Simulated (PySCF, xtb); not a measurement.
SrCl, SMILES [Cl][Sr+], charge +1.

Harmonic wavenumbers (cm⁻¹) from xtb with GFN2-xTB at its own minimum, in rising order: 257.

**Question.** What does PBE-D3(BJ)/def2-TZVPD (PySCF) give at its own minimum? (The exact figures need the calculation; the answer reports its results.)

**Answer.** 359. Paired by order, the mean absolute difference is 102 cm⁻¹ and the zero-point energies are 0.4 and 0.5 kcal/mol.
